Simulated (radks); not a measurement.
Values are calculated unless marked as measured or tabulated.
Q: The mean radii <r> (bohr) of the occupied orbitals of an atom or ion are listed with their occupations. Code: a radial shooting solver on a logarithmic mesh with Libxc functionals. Model: scalar-relativistic Kohn-Sham, Wu-Cohen GGA, spin-polarised, spherical densities, finite nucleus; Fermi nuclear charge, rms radius of each element as measured or else 0.836 A^(1/3) + 0.57 fm.

orbital  occ.      <r>
1s down     1  0.01715
1s up       1  0.01715
2s up       1  0.07237
2s down     1  0.07237
2p up       3  0.06523
2p down     3  0.06523
3s up       1   0.1872
3s down     1   0.1872
3p up       3   0.1882
3p down     3   0.1882
3d up       5   0.1704
3d down     5   0.1704
4s up       1   0.4152
4s down     1   0.4152
4p up       3   0.4419
4p down     3   0.4419
4d up       5   0.4683
4d down     5   0.4681
5s up       1   0.9505
5s down     1   0.9471
4f up       7   0.5164
4f down     7   0.5149
5p up       3    1.094
5p down     3    1.090
5d up       5    1.482
5d down     2    1.490

Name the element and its charge. Open shells, if any, are filled with parallel spins first.

A: Z = 78, platinum, charge +3: Pt3+ in [Xe] 4f14 5d7. The 1s radius gives Z: for a bare nucleus <r> = (2 gamma + 1)/(2Z) with gamma = sqrt(1 - (Z/c)^2), 0.01695 bohr for Z = 78, and screening makes it slightly larger (0.01715 here). The occupations add up to 75, and the charge is Z minus that.
